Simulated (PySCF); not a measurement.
Compound: C6H9NSi.
Atom-mapped SMILES: `[CH:1]#[C:2]/[C:3](=[N:4]/[SiH3:5])[CH:6]1[CH2:7][CH2:8]1`

NICS is the negative of the GIAO shielding at a point without a nucleus: at the ring centre (0) and 1 Å above and below it (1); zz is the component along the ring normal. Level: GIAO CAM-B3LYP/pcSseg-1 (PySCF, non-relativistic, gas phase) on the PBE0-D3(BJ)/def2-SVP geometry, one conformer.

Ring bond lengths (Å): C6–C7 1.512, C7–C8 1.486, C8–C6 1.511.

Task: What do the NICS probes read (ppm)?

Result: 
| ring | type | NICS(0) | NICS(1), two faces | NICS(1)zz, two faces | rms pucker (Å) | centre to ring atoms, mean (Å) |
| --- | --- | --- | --- | --- | --- | --- |
| C6–C7–C8 | 3-membered carbocycle; formal bonds all single | -42.1 | -8.8 / -8.3 | -23.9 / -26.4 | 0.00 | 0.87 |

Task: What can be read from them?

Result: 
- C6–C7–C8: mean NICS(1)zz -25.2 ppm, shielded. C6, C7, C8 have four or more neighbours, so the value isn't read as a sign of a π ring current. NICS(0) lies 34 ppm below the mean NICS(1).

Task: What are the shieldings of the ring atoms and their hydrogens in the same run (means over atoms taken as equivalent)?

Result: 
```csv
atoms,environment,σ isotropic (ppm),"principal values of the symmetric part, first atom (ppm)"
C6,three-membered-ring carbon,161.1,"106.6, 153.9, 222.8"
C7 (×2),three-membered-ring carbon,173.7,"145.8, 171.6, 203.9"
H on C6,methine hydrogen,29.57,"21.8, 29.0, 37.9"
H on C7 (×2),methylene hydrogen,30.56,"24.8, 26.4, 40.5"
H on C7 (×2),methylene hydrogen,30.21,"24.1, 28.6, 38.0"
```

Task: How do the values depend on the level or the medium?

Result: 
| level | NICS(0), C6–C7–C8 | mean NICS(1)zz, C6–C7–C8 |
| --- | --- | --- |
| CAM-B3LYP/pcSseg-1, gas | -42.1 | -25.2 |
| PBE0/pcSseg-1, gas | -42.4 | -25.2 |

The geometry is the same throughout.

Time: 34 s; peak memory 1.0 GiB. Hardware: an Arm Neoverse V2 with one thread, shared host with 96 logical CPUs at a one-minute load of 47. This is the whole shielding run at CAM-B3LYP/pcSseg-1, SCF included.

Shape of the structure used: `[CH:1]#[C:2]/[C:3](=[N:4]/[SiH3:5])[CH:6]1[CH2:7][CH2:8]1`: C2–C3–C6–C7 -35°.
